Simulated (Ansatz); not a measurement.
All numbers were calculated with Ansatz.

Basis-set series for `[F][Hf]([F])([F])[SeH]`. Charge 0, multiplicity 1. Hf: def2 effective core potential. The structure was optimised at the PBE0-D4/def2-TZVP level. It is one conformer, not always the lowest.

```
functional       basis  functions  energy (Eh)  HOMO (eV)  LUMO (eV)
   PBE0-D4    def2-SVP        111  -2748.89823      -7.67      -1.51
   PBE0-D4  def2-TZVPP        211  -2749.58004      -7.72      -1.50
   ωB97M-V    def2-SVP        111  -2749.18825      -9.75       0.50
   ωB97M-V  def2-TZVPP        211  -2749.87692      -9.82       0.43
```

Task: Give the rows for def2-QZVPP. (Estimate.)

Result: The calculation gave: 
```csv
functional,basis,functions,energy (Eh),HOMO (eV),LUMO (eV)
PBE0-D4,def2-QZVPP,371,-2749.64747,-7.73,-1.50
ωB97M-V,def2-QZVPP,371,-2749.94140,-9.84,0.14
```

Positive LUMOs are unbound and depend on the basis. Scalar relativity is left out up to krypton.
